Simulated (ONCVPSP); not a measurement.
## Transferability test, ONCV potential for N

```json
{
 "Element": "N (Z = 7)",
 "Generator": "ONCVPSP 4.0.1",
 "Type": "optimised norm-conserving Vanderbilt (ONCV)",
 "Functional": "PBE",
 "Relativity": "scalar-relativistic",
 "Frozen core": "[He]",
 "Valence charge": "5",
 "Reference configuration": "2s2 2p2.75 (charge +0.25)",
 "Partial waves": "2s: rc 1.05 bohr, ncon 5, nbas 9, qcut 6.9 1/bohr, 2 projectors, debl 0.6 Ha; 2p: rc 2.45 bohr, ncon 4, nbas 8, qcut 5.1 1/bohr, 1 projector",
 "Local potential": "polynomial inside 0.80 bohr (lpopt 5, dvloc0 3 Ha)",
 "Core correction": "none"
}
```

In the s channel the program set the typed energies aside and used -0.799, 0.250 Ha.

Energies are relative to the spin-unpolarised reference configuration 2s2 2p2.75; without spin polarisation the order of configurations can differ from experiment.

| valence configuration | charge | ΔE all-electron (eV) | error AE − PS (meV) |
| --- | --- | --- | --- |
| 2s2 2p2 | +1 | 11.442 | +99 |
| 2s2 2p1 | +2 | 40.295 | +1018 |

(1) What are ΔE and the potential's error for 2s2 2p3?

(2) What are ΔE and the potential's error for 2s0 2p5?

## Answers

(1) ΔE = -2.149 eV all-electron; the error (AE − PS) is +4.2 meV.

(2) ΔE = 20.891 eV all-electron; the error (AE − PS) is -39 meV.
